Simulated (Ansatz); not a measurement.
The cluster Sn2F⁺. The state is a singlet with charge 1. Geometry r2SCAN-D4/def2-TZVP.

```csv
atom,x (Å),y (Å),z (Å)
Sn1,-0.639,-0.281,-1.411
Sn2,0.678,1.143,0.843
F3,-0.039,-0.862,0.568
```

In the def2 sets Sn takes a core potential; there is no spin–orbit coupling. The restricted singlet is unstable towards broken spin symmetry at other levels; at PBE0-D4/def2-SVP, r2SCAN0-D4/def2-TZVP, BHLYP-D4/def2-TZVP, CAM-B3LYP-D4/def2-TZVP this wasn't settled. At PBE0-D4/def2-TZVP the restricted singlet is unstable: a solution with broken spin symmetry lies lower. The geometry of the singlet was relaxed on an unsound state (restricted singlet, unstable towards broken spin symmetry). The order of the spin states hangs on the level: the triplet lies 0.10 eV below the singlet at r2SCAN0-D4/def2-TZVP, but 0.04 eV above it at PBE0-D4/def2-TZVP. The singlet is doubtful at r2SCAN0-D4/def2-TZVP (restricted singlet, unstable towards broken spin symmetry at other levels and untested here). The singlet is doubtful at PBE0-D4/def2-TZVP (restricted singlet, unstable towards broken spin symmetry). The structure comes from a short search, and lower isomers may exist.

Question: Estimate the orbital energies around the gap (eV) in Ansatz with PBE0-D4/def2-SVP, PBE0-D4/def2-TZVP, r2SCAN0-D4/def2-TZVP, BHLYP-D4/def2-TZVP, CAM-B3LYP-D4/def2-TZVP.

Answer: 
```tsv
orbital	PBE0-D4/def2-SVP	PBE0-D4/def2-TZVP	r2SCAN0-D4/def2-TZVP	BHLYP-D4/def2-TZVP	CAM-B3LYP-D4/def2-TZVP
HOMO−13	-34.36	-34.32	-34.89	-37.03	-35.74
HOMO−12	-34.27	-34.26	-34.83	-36.98	-35.67
HOMO−11	-34.16	-34.13	-34.70	-36.85	-35.56
HOMO−10	-34.11	-34.09	-34.65	-36.81	-35.52
HOMO−9	-34.10	-34.07	-34.63	-36.78	-35.48
HOMO−8	-33.98	-33.95	-34.52	-36.68	-35.38
HOMO−7	-33.90	-33.87	-34.43	-36.59	-35.29
HOMO−6	-33.81	-33.84	-34.42	-36.58	-35.25
HOMO−5	-19.21	-19.25	-19.56	-20.87	-20.84
HOMO−4	-18.58	-18.63	-18.93	-20.31	-20.20
HOMO−3	-16.74	-16.90	-17.25	-18.74	-18.41
HOMO−2	-15.61	-15.68	-15.97	-17.00	-17.12
HOMO−1	-14.89	-14.93	-15.17	-15.96	-16.29
HOMO	-10.33	-10.32	-10.46	-10.97	-11.36
LUMO	-8.43	-8.42	-8.40	-7.65	-7.44
LUMO+1	-7.27	-7.24	-7.15	-6.44	-6.28
LUMO+2	-6.65	-6.71	-6.57	-5.90	-5.76
LUMO+3	-6.35	-6.36	-6.31	-5.67	-5.52
LUMO+4	-4.30	-4.38	-4.09	-3.63	-3.53
LUMO+5	-0.63	-1.47	-0.88	-0.98	-0.79
```
